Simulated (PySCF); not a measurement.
**PySCF run on I2**

The script input.py:

```python
from pyscf import gto, dft

mol = gto.M(
    atom='I 0 0 0; I 0 0 3.013',
    basis='def2-svp',
    ecp={'I': 'def2-svp'},
    charge=0,
    spin=0,
    verbose=3,
)
mf = dft.RKS(mol, xc='b3lyp')
mf.kernel()
mf.mulliken_pop()
mf.dip_moment()
print('orbital energies (hartree):', mf.mo_energy[..., max(0, mol.nelec[1]-3):mol.nelec[0]+3].round(4))
```

```bash
$ OMP_NUM_THREADS=1 python input.py
```

The log (some set-up lines and the per-cycle HOMO/LUMO lines with their warnings removed):

```
converged SCF energy = -595.590762941133
 ** Mulliken pop  **
pop of  0 I 4s            1.82831
pop of  0 I 5s            0.22349
pop of  0 I 6s            1.38739
pop of  0 I 7s            0.54985
pop of  0 I 4px           0.96958
pop of  0 I 4py           0.96958
pop of  0 I 4pz           1.00287
pop of  0 I 5px           1.05082
pop of  0 I 5py           1.05082
pop of  0 I 5pz           1.00731
pop of  0 I 6px           0.99894
pop of  0 I 6py           0.99894
[40 lines left out]
 ** Mulliken atomic charges  **
charge of    0I =      0.00000
charge of    1I =     -0.00000
Dipole moment(X, Y, Z, Debye): -0.00000,  0.00000, -0.00000
orbital energies (hartree): [-0.306  -0.27   -0.27   -0.1881  0.2223  0.2806]
```

In short: E(SCF) = -595.590763 Eh, μz(SCF) = 0.00 D.

It ran on Arm Neoverse V2 (1 thread, shared host) in 2.2 s, peak memory 0.21 GiB.

Stability towards an unrestricted solution was not tested. The bond length is a typed value, not an optimised one.
